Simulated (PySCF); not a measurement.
NbOCl3, SMILES [O]=[Nb]([Cl])([Cl])[Cl], multiplicity 1. Geometry optimised at PBE-D3(BJ)/def2-SVP. The multiplicity is an assumed one; other spin states were not compared. The isomer is the one that the SMILES or the coordinates give; other isomers of the formula were not compared. The def2 effective core potentials stand for the cores of Nb; spin–orbit coupling is left out.

Calculation: PBE-D3(BJ)/def2-SVP (PySCF 2.14.0).

Harmonic wavenumbers (cm⁻¹): 101, 101, 124, 213, 213, 382, 436, 436, 1008. Rotational constants (GHz): 1.480, 1.480, 0.9921; symmetry number 3.

Question: Work out the zero-point energy and the ideal-gas rigid-rotor harmonic-oscillator thermochemistry at 298.15 K and 1 atm.

Answer: ZPE = ½ Σ hcν = ½ × 3014 cm⁻¹ = 18.03 kJ/mol. H − E(el) = 38.84 kJ/mol. Entropy in J/(mol K): translation 175.74, rotation 113.80, vibration 70.06, total 359.60. G − E(el) = -68.37 kJ/mol. Cp = 92.37 J/(mol K). Modes under 150 cm⁻¹ make the vibrational entropy uncertain.
